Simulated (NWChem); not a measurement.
System: BHIF; SMILES FBI

Computed with NWChem. The level has its own optimisation; frequencies are unscaled.

**Question.** Predict the results for Hartree-Fock/3-21G (all-electron, non-relativistic). Quantities: r B–F (Å); r B–H (Å); r B–I (Å); highest harmonic frequency (cm⁻¹); lowest (cm⁻¹); zero-point energy (kcal/mol).

**Answer.** 
| Item | Result |
|---|---|
| r B–F (Å) | 1.335 |
| r B–H (Å) | 1.172 |
| r B–I (Å) | 2.191 |
| highest harmonic frequency (cm⁻¹) | 2906 |
| lowest (cm⁻¹) | 285 |
| zero-point energy (kcal/mol) | 10.3 |
